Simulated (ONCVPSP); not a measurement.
Ranking ONCV potentials for Ag

All share these settings but for the change named:

| Item | Value |
| --- | --- |
| Element | Ag (Z = 47) |
| Generator | ONCVPSP 4.0.1 |
| Type | optimised norm-conserving Vanderbilt (ONCV) |
| Functional | LDA (Perdew-Wang 92) |
| Relativity | scalar-relativistic |
| Frozen core | [Ar] 3d10 |
| Valence charge | 19 |
| Reference configuration | 4s2 4p6 4d10 5s1 |
| Partial waves | 4s+5s: rc 1.40 bohr, ncon 4, nbas 7, qcut 9.3 1/bohr, 2 projectors; 4p: rc 1.15 bohr, ncon 4, nbas 7, qcut 6.3 1/bohr, 1 projector; 4d: rc 1.50 bohr, ncon 3, nbas 7, qcut 10.6 1/bohr, 2 projectors, debl 3.9 Ha |
| Local potential | polynomial inside 0.80 bohr (lpopt 5, dvloc0 6 Ha) |
| Core correction | none |

Cutoff: the first of the cutoffs (Ha) at which the residual kinetic energy of the hardest occupied pseudo-wave falls to 1 and 0.1 mHa per electron; the density cutoff is not measured.

The base gives 94 Ha.

Of 7 variants that were run, those that failed, showed a ghost or another fault, or gave nearly equal values are left out.

Problem. Rank these variants from softest to hardest (loose cutoff).
A. all radii scaled by about 1.14 (s 1.60, p 1.32, d 1.70 bohr); local potential polynomial inside 0.92 bohr (lpopt 5, dvloc0 6 Ha)
B. all radii scaled by about 1.33 (s 1.86, p 1.52, d 2.00 bohr); local potential polynomial inside 1.06 bohr (lpopt 5, dvloc0 6 Ha)
C. all radii scaled by about 1.08 (s 1.50, p 1.24, d 1.62 bohr); local potential polynomial inside 0.86 bohr (lpopt 5, dvloc0 6 Ha)

Solution. B (27 Ha), A (32 Ha), C (48 Ha).
